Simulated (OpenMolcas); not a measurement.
# Potential curves of Ge₂⁺: spin-free states

Calculated with OpenMolcas 26.06: state-averaged CASSCF(7,8) over Ge 4s 4p, Ge 4s 4p, XMS-CASPT2 (IPEA 0.25, imaginary shift 0.2 hartree), scalar X2C, ANO-RCC-VTZP, then RASSI spin–orbit state interaction with atomic mean-field integrals. C2 symmetry about the axis (a holds Σ, Δ, Γ; b holds Π, Φ, H; Σ⁺ and Σ⁻ are not told apart); roots by multiplicity and irrep: 4a 5, 2b 8, 2a 7, 4b 2.

XMS-CASPT2 energies in eV from the lowest point. Curves are followed by energy order within each symmetry, so they are adiabatic and may change character at avoided crossings and where g and u states cross; Σ⁺ and Σ⁻ are counted together.

```json
{"R (Å)": "2.079", "(1)4Σ": "0.922", "(1)2Π": "1.709", "(1)2Δ": "1.863", "(2)2Σ": "2.304", "(1)4Δ": "4.615"}
{"R (Å)": "2.200", "(1)4Σ": "0.338", "(1)2Π": "1.276", "(1)2Δ": "1.226", "(2)2Σ": "1.617", "(1)4Δ": "3.469"}
{"R (Å)": "2.309", "(1)4Σ": "0.085", "(1)2Π": "0.915", "(1)2Δ": "0.918", "(2)2Σ": "1.269", "(1)4Δ": "2.763"}
{"R (Å)": "2.418", "(1)4Σ": "0.000", "(1)2Π": "0.583", "(1)2Δ": "0.780", "(2)2Σ": "1.093", "(1)4Δ": "2.277"}
{"R (Å)": "2.539", "(1)4Σ": "0.036", "(1)2Π": "0.423", "(1)2Δ": "0.751", "(2)2Σ": "1.027", "(1)4Δ": "1.923"}
{"R (Å)": "2.660", "(1)4Σ": "0.153", "(1)2Π": "0.390", "(1)2Δ": "0.810", "(2)2Σ": "1.048", "(1)4Δ": "1.706"}
{"R (Å)": "2.829", "(1)4Σ": "0.387", "(1)2Π": "0.483", "(1)2Δ": "0.964", "(2)2Σ": "1.245", "(1)4Δ": "1.556"}
{"R (Å)": "3.047", "(1)4Σ": "0.724", "(1)2Π": "0.728", "(1)2Δ": "1.211", "(2)2Σ": "1.542", "(1)4Δ": "1.523"}
{"R (Å)": "3.385", "(1)4Σ": "1.215", "(1)2Π": "1.179", "(1)2Δ": "1.572", "(2)2Σ": "1.789", "(1)4Δ": "1.645"}
{"R (Å)": "3.869", "(1)4Σ": "1.765", "(1)2Π": "1.808", "(1)2Δ": "1.999", "(2)2Σ": "2.074", "(1)4Δ": "1.939"}
{"R (Å)": "4.594", "(1)4Σ": "2.313", "(1)2Π": "2.444", "(1)2Δ": "2.460", "(2)2Σ": "2.482", "(1)4Δ": "2.360"}
```

(1) With masses 73.921 and 73.921 u, fit the curves (1)4Σ, (1)2Δ near their minima.

The 5 lowest clean curves are shown; the next is (3)2Σ, from 1.67 eV. Left out for impure symmetry, kinks or missing points, though low: (1)2Σ, (2)2Π, (2)4Σ. g and u states are not told apart. Only roots inside an energy window near the equilibrium distance were included, so the list of states is not complete; labels number the states computed. Each spin and symmetry block has orbitals of its own, averaged over its own roots, so gaps between blocks are less sure than gaps within one and near the minimum can be off by tenths of an eV, in bad cases by more. No Rydberg orbitals are active, so Rydberg states, and σ→σ* states whose orbital the CASSCF left unused, can be missing between those listed. CASPT2 splits the two components of degenerate states numerically, here by up to 205 cm⁻¹. At stretched bonds a block can hold a wrong CASSCF solution and miss its lowest state; points past a visible jump are left out. Points that failed a check (symmetry, reference weights, a jump) are left out.

## Answers

(1) At XMS-CASPT2, Te from the lowest curve (the fit fixes ωe to a per cent or two; the method's Re and ωe can be off by some per cent):

```csv
curve,Te (cm⁻¹),Re (Å),ωe (cm⁻¹)
(1)4Σ,0,2.439,250.1
(1)2Δ,6060,2.509,217.0
```
